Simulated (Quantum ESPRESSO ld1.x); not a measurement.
Values are calculated unless marked as measured or tabulated.
One sound ld1.x (Quantum ESPRESSO 7.5) input for neutral iodine gives E = -7116.07 hartree in 28 iterations:

```
 &input
    zed=53.0,
    iswitch=1,
    rel=2,
    dft='PBESOL',
    config='[Kr] 4d10 5s2 5p5',
    verbosity='high',
    lsmall=.true.,
    prefix='ld1',
    max_out_wfc=37,
    file_charge='ld1.rho',
 /
```

Changed or added lines, one case at a time, and what came of them:

- iswitch=7: refused. The program stops in ld1_readin with "wrong iswitch": iswitch takes 1 to 4.
- cau_fact=38.15: crashed. The program stops in dirsol with "no classical turning point found": with c below Z the Dirac equation of a point nucleus has no 1s solution.
- lsd=2: refused. The program stops in ld1_readin with "lsd not correct": lsd takes 0 or 1.
- config='[Kr] 4d10 5s2 5p5 3f1': refused. The program stops in el_config with "main/angular quantum number mismatch": l must be smaller than n.
- isic=1 latt=1: refused. The program stops in ld1_readin with "isic and latter correction not allowed": the two corrections exclude each other.
- xmin=-14.0: usable despite the warning. The mesh starts very near the nucleus, where rounding noise keeps the residual above the threshold; the energy differs from the sound run by less than 1e-5 hartree.
- atom='Jo' (without zed): crashed. The program stops in dirsol with "no classical turning point found": the symbol names no element.
